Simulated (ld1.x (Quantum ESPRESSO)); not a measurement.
**Sn: one change to a TM potential, before and after**

ld1.x (Quantum ESPRESSO) 7.5 input, shortened:

```
&input
   title='Sn', zed=50., rel=2, dft='PZ', iswitch=3,
   config='[Kr] 4d10 5s2 5p2', rel_dist='average'
 /
 &inputp
   pseudotype=2, tm=.true., lloc=0,
   nlcc=.false.
 /
3
5P  2  1   2.00   0.00  2.05  2.05  0.0
4D  3  2  10.00   0.00  1.65  1.65  0.0
5S  1  0   2.00   0.00  2.20  2.20  0.0
 &test
   configts(1)='4d10 5s2 5p2'
 /
```

Open shells are filled in proportion to 2j + 1 (rel_dist='average').

Change: core correction a·sin(br)/r model core inside 0.68 bohr.

Cutoffs: the cutoffs (Ry, on a coarse ladder) from which the occupation-weighted sum of valence levels, in a spherical-Bessel basis at the reference potential, stays within 10 and 1 mRy of its value at 400 Ry; they do not see the model core or the augmentation charge, which bear on the density cutoff. Errors are all-electron minus pseudo energies relative to the spin-unpolarised reference configuration.

Question: Predict the effect on cutoff, ghosts and configuration errors.

Answer: The potential gets neither clearly harder nor softer (80 Ry and 140 Ry → 80 Ry and 140 Ry); of the 7 tests that both files solve, the error grows in 3 and shrinks in 4 by more than 15 % and 0.3 meV (median size 4.4 → 1.3 meV); neither file shows a bound ghost. A model core, the more so a compact one, raises the density cutoff, which this test does not measure.

| quantity | base | changed |
| --- | --- | --- |
| cutoff, loose | 80 Ry | 80 Ry |
| cutoff, tight | 140 Ry | 140 Ry |
| bound ghosts | none | none |
| error for 4d10 5s2 5p1, meV [ΔE 7.11 eV] | +1.1 | +0.7 |
| error for 4d10 5s2 5p0, meV [ΔE 21.39 eV] | +4.4 | -0.3 |
| error for 4d10 5s1 5p0, meV [ΔE 52.84 eV] | +21 | -9.6 |
| error for 4d9 5s2 5p2, meV [ΔE 32.75 eV] | -222 | -267 |
| error for 4d10 5s1 5p3, meV [ΔE 7.05 eV] | +0.1 | -1.3 |
| error for 4d10 5s1 5p2, meV [ΔE 14.83 eV] | +4.4 | +1.2 |
| error for 4d10 5s0 5p4, meV [ΔE 14.36 eV] | 0.0 | -6.1 |
| s: phases at 2.38 bohr within 0.05 rad from the reference energy up to (Ry; the scan ends near 5) | 2.9 | 2.9 |
| p1/2: phases at 2.38 bohr within 0.05 rad from the reference energy up to (Ry; the scan ends near 5) | 4.8 | 4.8 |
| p3/2: phases at 2.38 bohr within 0.05 rad from the reference energy up to (Ry; the scan ends near 5) | 4.3 | 4.3 |
| d3/2: phases at 2.38 bohr within 0.05 rad from the reference energy up to (Ry; the scan ends near 5) | 0.3 | 0.3 |
| d5/2: phases at 2.38 bohr within 0.05 rad from the reference energy up to (Ry; the scan ends near 5) | 0.4 | 0.4 |
